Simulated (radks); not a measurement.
Initial-state core-level shifts of the cadmium ion Cd2+ when its valence configuration changes from [Kr] 4d10. All-electron calculation, non-relativistic Kohn-Sham, PBE, spin-polarised, spherical densities, point nucleus; open shells are filled with parallel spins first (spin-orbit coupling, left out, can overturn this in heavy ions); relativity is left out, which matters for an element this heavy. Program: a radial shooting solver on a logarithmic mesh with Libxc functionals. Shifts are changes of the shell-averaged eigenvalues in eV (positive: less bound); the change of the density at the nucleus, which sets a Mossbauer isomer shift, is in e/bohr^3, on a base of 7.766e+04.

| valence | 1s | 2p | 3d | 4p | density at nucleus |
|---|---|---|---|---|---|
| 4d9 5p1 | -7.388 | -7.656 | -7.559 | -6.626 | +2.476 |
| 4d9.5 5p0.5 | -3.672 | -3.798 | -3.756 | -3.324 | +1.161 |
| 4d9.5 5s0.5 | -3.030 | -3.170 | -3.117 | -2.680 | +8.428 |
| 4d9 5s1 | -6.140 | -6.434 | -6.316 | -5.379 | +17.877 |
| 4d8 5s2 | -12.719 | -13.348 | -13.055 | -10.949 | +39.014 |
| 4d8 5s1 5p1 | -13.768 | -14.388 | -14.119 | -11.986 | +22.860 |
| 4d8 5p2 | -14.934 | -15.535 | -15.289 | -13.144 | +5.528 |
